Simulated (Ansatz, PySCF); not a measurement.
C5H7F, SMILES FC1=CCCC1. Atoms are numbered in the order given.

```xyz
13

F      1.9563    -0.7545     0.2677
C      0.6975    -0.3388     0.1095
C     -0.3859    -1.1135     0.0732
C     -1.6231    -0.2533    -0.0525
C     -1.0551     1.1328    -0.4524
C      0.4160     1.1345     0.0131
H     -0.3816    -2.2003     0.1759
H     -2.1628    -0.2093     0.9115
H     -2.3407    -0.6357    -0.7964
H     -1.6368     1.9691    -0.0375
H     -1.0821     1.2275    -1.5494
H      1.0982     1.6438    -0.6860
H      0.5508     1.6094     1.0018
```

Geometry: ωB97X-D3(BJ)/def2-SVP. Other conformers were not sampled.

Two levels are set side by side: PBE-D3(BJ)/def2-SVP (Ansatz, a program for electronic structure) and ωB97X-D3(BJ)/def2-SVP (PySCF). Each level has its own optimised geometry; the coordinates shown are those of the second. Frequencies come from the Hessian of PySCF at each geometry. Differences are taken from unrounded values.

| quantity | ωB97X-D3(BJ) |
|---|---|
| mean bond length (Å) | 1.268 |
| bond F1–C2 (Å) | 1.335 |
| bond C2–C3 (Å) | 1.332 |
| bond C2–C6 (Å) | 1.503 |
| bond C3–C4 (Å) | 1.512 |
| bond C4–C5 (Å) | 1.550 |
| bond C5–C6 (Å) | 1.543 |
| bond C3–H7 (Å) | 1.092 |
| bond C4–H8 (Å) | 1.106 |
| bond C4–H9 (Å) | 1.102 |
| bond C5–H10 (Å) | 1.100 |
| bond C5–H11 (Å) | 1.101 |
| bond C6–H12 (Å) | 1.102 |
| bond C6–H13 (Å) | 1.105 |
| highest harmonic wavenumber (cm⁻¹) | 3253 |
| mean harmonic wavenumber (cm⁻¹) | 1468 |
| zero-point energy (kcal/mol) | 69.27 |

### Question
What does PBE-D3(BJ) give, and how far is it from ωB97X-D3(BJ)? (The exact figures need the calculation; the answer reports its results.)

### Answer

```json
[
 {"quantity": "mean bond length (Å)", "PBE-D3(BJ)": "1.274", "PBE-D3(BJ) minus ωB97X-D3(BJ)": "0.007"},
 {"quantity": "bond F1–C2 (Å)", "PBE-D3(BJ)": "1.342", "PBE-D3(BJ) minus ωB97X-D3(BJ)": "0.007"},
 {"quantity": "bond C2–C3 (Å)", "PBE-D3(BJ)": "1.346", "PBE-D3(BJ) minus ωB97X-D3(BJ)": "0.014"},
 {"quantity": "bond C2–C6 (Å)", "PBE-D3(BJ)": "1.504", "PBE-D3(BJ) minus ωB97X-D3(BJ)": "0.001"},
 {"quantity": "bond C3–C4 (Å)", "PBE-D3(BJ)": "1.510", "PBE-D3(BJ) minus ωB97X-D3(BJ)": "-0.002"},
 {"quantity": "bond C4–C5 (Å)", "PBE-D3(BJ)": "1.555", "PBE-D3(BJ) minus ωB97X-D3(BJ)": "0.005"},
 {"quantity": "bond C5–C6 (Å)", "PBE-D3(BJ)": "1.546", "PBE-D3(BJ) minus ωB97X-D3(BJ)": "0.003"},
 {"quantity": "bond C3–H7 (Å)", "PBE-D3(BJ)": "1.098", "PBE-D3(BJ) minus ωB97X-D3(BJ)": "0.007"},
 {"quantity": "bond C4–H8 (Å)", "PBE-D3(BJ)": "1.115", "PBE-D3(BJ) minus ωB97X-D3(BJ)": "0.010"},
 {"quantity": "bond C4–H9 (Å)", "PBE-D3(BJ)": "1.111", "PBE-D3(BJ) minus ωB97X-D3(BJ)": "0.008"},
 {"quantity": "bond C5–H10 (Å)", "PBE-D3(BJ)": "1.107", "PBE-D3(BJ) minus ωB97X-D3(BJ)": "0.007"},
 {"quantity": "bond C5–H11 (Å)", "PBE-D3(BJ)": "1.109", "PBE-D3(BJ) minus ωB97X-D3(BJ)": "0.008"},
 {"quantity": "bond C6–H12 (Å)", "PBE-D3(BJ)": "1.110", "PBE-D3(BJ) minus ωB97X-D3(BJ)": "0.008"},
 {"quantity": "bond C6–H13 (Å)", "PBE-D3(BJ)": "1.114", "PBE-D3(BJ) minus ωB97X-D3(BJ)": "0.009"},
 {"quantity": "highest harmonic wavenumber (cm⁻¹)", "PBE-D3(BJ)": "3159", "PBE-D3(BJ) minus ωB97X-D3(BJ)": "-95"},
 {"quantity": "mean harmonic wavenumber (cm⁻¹)", "PBE-D3(BJ)": "1409", "PBE-D3(BJ) minus ωB97X-D3(BJ)": "-59"},
 {"quantity": "zero-point energy (kcal/mol)", "PBE-D3(BJ)": "66.47", "PBE-D3(BJ) minus ωB97X-D3(BJ)": "-2.80"}
]
```

Exact exchange shortens and stiffens bonds; PBE has none. Differences between two approximate levels are no errors against the true value.
